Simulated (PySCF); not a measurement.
Input for PySCF: R-BP86/6-31G* on C2H6O3 (a complex), monomers drawn apart or pushed together.

```python
from pyscf import gto, scf, dft, mp
from pyscf.data.elements import chemcore

mol = gto.M(
    atom='''
    C    -0.18959984   -0.35027155    0.18298513
    O     0.48929812   -0.80551941    1.35222821
    H    -0.90401098    0.44544238    0.41406080
    H    -0.72878482   -1.20179257   -0.22782492
    H     0.51964067    0.01102285   -0.56553982
    H     0.93739835   -0.05470029    1.77985290
    O     0.81916838    0.85091856    3.39333154
    C     0.00876922    0.21679042    4.03062556
    O    -0.64696517   -0.85091434    3.60512417
    H    -0.27524519    0.47028159    5.05975981
    H    -0.35859916   -1.04220279    2.66890530
    ''',
    basis='6-31g*',
    cart=True,
    charge=0, spin=0, verbose=3, max_memory=1800)
mf = dft.RKS(mol, xc='b88,p86')
mf.conv_tol = 1e-8
mf.max_cycle = 100
mf.kernel()
if not mf.converged:
    mf = mf.newton().run(mf.mo_coeff, mf.mo_occ)
```

It printed:

```
converged SCF energy = -305.492437235165
```

The calculation finished and met its thresholds.

Cost: roughly 6 core-seconds.
